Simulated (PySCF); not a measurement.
## Broadened absorption spectrum of C7H9N

Species: C₇H₉N.
SMILES with atom numbers: `[CH3:1][c:2]1[cH:3][cH:4][cH:5][cH:6][c:7]1[NH2:8]` (hydrogens: H9, H10, H11 on C1; H12 on C3; H13 on C4; H14 on C5; H15 on C6; H16, H17 on N8)

The calculation used PySCF, TDDFT CAM-B3LYP/def2-SVPD, vertical, gas phase, core orbitals frozen in the response. Geometry: GFN2-xTB; no solvent, vibrations or thermal averaging. Torsions of this conformer, `[CH3:1][c:2]1[cH:3][cH:4][cH:5][cH:6][c:7]1[NH2:8]`: H–N8–C7–C6 155°, H–N8–C7–C6 19°.

Computed states:

```tsv
state	E (eV)	f
S1	5.00	0.048
S2	5.57	0.012
S3	5.73	0.102
S4	6.33	0.0009
S5	6.41	0.0026
S6	6.78	0.385
S7	6.85	0.566
S8	6.96	0.0086
```

Broadening: Gaussians 0.3 eV wide at half height, area fixed by f = 4.319×10⁻⁹ ∫ε dν̃. The width is an assumption, not a result. The curve ends short of the highest state used, and states not computed would add to its high-energy end.

Task: What does the envelope look like, and where are its maxima?

Result: 
λ (nm), ε (L mol⁻¹ cm⁻¹) and a bar:
```
    194.8        507 ##
    197.0        257 #
    199.2        143 
    201.5        100 
    203.7        216 #
    205.9        712 ##
    208.1       1938 ######
    210.3       4095 #############
    212.5       6788 #####################
    214.7       8975 ############################
    216.9       9640 ##############################
    219.1       8578 ###########################
    221.4       6356 ####################
    223.6       4123 #############
    225.8       2374 #######
    228.0       1245 ####
    230.2        633 ##
    232.4        403 #
    234.6        483 #
    236.8        866 ###
    239.0       1548 #####
    241.3       2491 ########
    243.5       3412 ###########
    245.7       4088 #############
    247.9       4310 #############
    250.1       4025 #############
    252.3       3351 ##########
    254.5       2501 ########
    256.7       1684 #####
    258.9       1028 ###
    261.2        556 ##
    263.4        282 #
    265.6        132 
    267.8         57 
    270.0         23 
    272.2          8
```

Maxima: 248 nm (5.00 eV), ε about 4300, made up of S1 (100%); 217 nm (5.72 eV), ε about 9700, made up of S3 (94%) (ε in L mol⁻¹ cm⁻¹; maxima over ε = 5, shares over 10%). At its high-energy end, 6.36 eV, the curve is still rising (ε about 480, from S4, S5 and S6).

Task: What would ε be at 5.72 eV, the highest of these maxima, with half the width (0.15 eV)?

Result: About 18000 L mol⁻¹ cm⁻¹ against 9660, a factor of about 1.9; a lone state at its own centre would give exactly 2.

Task: Coming from long wavelengths, where does ε first pass 100 L mol⁻¹ cm⁻¹?

Result: At about 266 nm (4.66 eV), 0.35 eV below S1.

Task: Does any computed singlet lie in the visible range?

Result: No computed singlet lies in the visible range (380 to 750 nm); the lowest, at 248 nm, stands 1.74 eV above its violet end (3.26 eV).
